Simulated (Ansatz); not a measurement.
Ligand exchange: C2H4Br2 + GeH3I → CHBr2I + GeH3(CH3)

Species: C2H4Br2 (1,1-dibromoethane) `CC(Br)Br`, singlet; GeH3I `[GeH3][I]`, singlet; CHBr2I (dibromoiodomethane) `BrC(Br)I`, singlet; GeH3(CH3) (methyl germane), singlet. The partners trade CH3 for I: C–CH3 and Ge–I bonds give way to C–I and Ge–CH3.

Shapes, held fixed at every level: PBE0-D4/def2-TZVP. Programs: Ansatz 0.2.0. The zero-point and thermal change to 298 K, harmonic and unscaled (PBE0-D4/def2-TZVP), is -6.2 kJ/mol.

```
               level                   kind  ΔH(298 K) (kJ/mol)  less CCSD(T)/def2-TZVPP
   PBE-D4/def2-TZVPP                    GGA              +125.7                     -3.1
r2SCAN-D4/def2-TZVPP               meta-GGA              +136.1                     +7.3
 B3LYP-D4/def2-TZVPP          global hybrid              +131.5                     +2.7
 BHLYP-D4/def2-TZVPP          global hybrid              +143.6                    +14.8
  PBE0-D4/def2-TZVPP          global hybrid              +137.2                     +8.4
   B2PLYP/def2-TZVPP          double hybrid              +132.5                     +3.7
  CCSD(T)/def2-TZVPP  coupled cluster or CI              +128.8                      0.0
```

The highest level, CCSD(T)/def2-TZVPP, gives ΔH(298 K) = +128.8 kJ/mol; the levels span +125.7 to +143.6. The column of differences is taken from that level and isn't an error. No measured value is set beside it here. For atoms past krypton def2 sets carry core potentials with scalar relativity. Relativity is left out for Br, Ge. Outer-core shells of Br, Ge, I are correlated, in sets that cover them unevenly.
